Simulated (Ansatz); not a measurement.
BrH2Sb (SMILES [Br][SbH2]) moved off its minimum; all values from Ansatz (an electronic-structure program), cores frozen in correlated methods. Elements past Kr take the def2 small-core potentials, without spin–orbit coupling.
(charge 0, multiplicity 1)
```xyz
4

Sb    -0.5392    -0.7853     0.6100
H     -0.1783    -1.9002    -0.3421
H     -1.8124    -0.2215    -0.2991
Br     0.9111     0.9662    -0.8764
```

Forces at PBE/def2-TZVPP (eV/Å):

```json
[
 {"atom": "Sb1", "Fx": "0.363", "Fy": "4.095", "Fz": "2.664"},
 {"atom": "H2", "Fx": "0.913", "Fy": "-3.354", "Fz": "-2.941"},
 {"atom": "H3", "Fx": "-0.834", "Fy": "-0.008", "Fz": "-0.443"},
 {"atom": "Br4", "Fx": "-0.443", "Fy": "-0.733", "Fz": "0.720"}
]
```

### Question
Give the forces (eV/Å), the total energy and the dipole at CCSD(T)/def2-TZVPPD.

### Answer

```tsv
atom	Fx	Fy	Fz
Sb1	0.329	4.258	2.419
H2	0.946	-3.398	-2.910
H3	-0.774	-0.039	-0.325
Br4	-0.500	-0.821	0.816
```
Energy -2813.1813 hartree, dipole 3.41 D.
